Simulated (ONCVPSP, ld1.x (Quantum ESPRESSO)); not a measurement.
## Potentials for arsenic (As) compared

Generated with ld1.x 7.5 (TM, RRKJ, ultrasoft, PAW), atompaw 4.2 or ONCVPSP 4.0.1. The cutoff is in Ry: for ld1.x and atompaw files where the sum of valence levels is converged to 10 mRy in a Bessel basis, for ONCV files where the hardest occupied wave has 1 mHa per electron of residual kinetic energy. The error is the largest all-electron minus pseudo excitation energy over each file’s own four to seven test configurations (ionisations up to +4, promotions, holes and added fractions of an electron), all of which were solved. The labels leave out finer settings (local radius, basis sizes, second energies), which also bear on the numbers. Spin-polarised tests are not counted. The rows are a selection from randomly drawn settings: files with unsolved tests, undetermined cutoffs or missed reference levels are left out.

A true bound ghost makes a file unfit for plane-wave use even where its test errors are small: the radial tests pick states by their node count and pass the ghost by.

```csv
potential,cutoff (Ry),largest error (meV),bound ghosts
"TM, PBEsol, scalar-relativistic, rc 1.30/2.15/2.15 (spd), local p, core correction yes, reference 4s2 4p3",45,-443,none
"PAW, PW91, scalar-relativistic, rc 1.60/1.70/0.95 (spd), local smoothed, core correction yes, reference 3d10 4s2 4p1",180,-303,s
"PAW, BP86, scalar-relativistic, rc 1.60/2.00 (sp), local smoothed, core correction yes, reference 4s2 4p3",12,-144,none
"ONCV, PBE, scalar-relativistic, rc 1.20/1.00/0.90 (spd), local smoothed, core correction no, reference 3s2 3p6 3d10 4s2 4p3, qcut 11.8/16.1/16, projectors 2/2/1",226,-156,none
"RRKJ, PBE, scalar-relativistic, rc 1.35/1.50 (sp), local s, core correction no, reference 4s1 4p4",35,+74,none
"ultrasoft, Wu–Cohen, fully relativistic, rc 1.95/2.10/1.20 (spd), local smoothed, core correction no, reference 3d10 4s1.5 4p3.5",110,-153,none
```

**Question.** Fill in the row for As: ONCV, PBE, scalar-relativistic, rc 1.65/1.55/1.00 (spd), local smoothed, core correction no, reference 3d10 4s1.75 4p3.25, qcut 3.7/4.6/17.9, projectors 1/2/3.

**Answer.** cutoff 232 Ry, largest error -449 meV, bound ghosts: s.
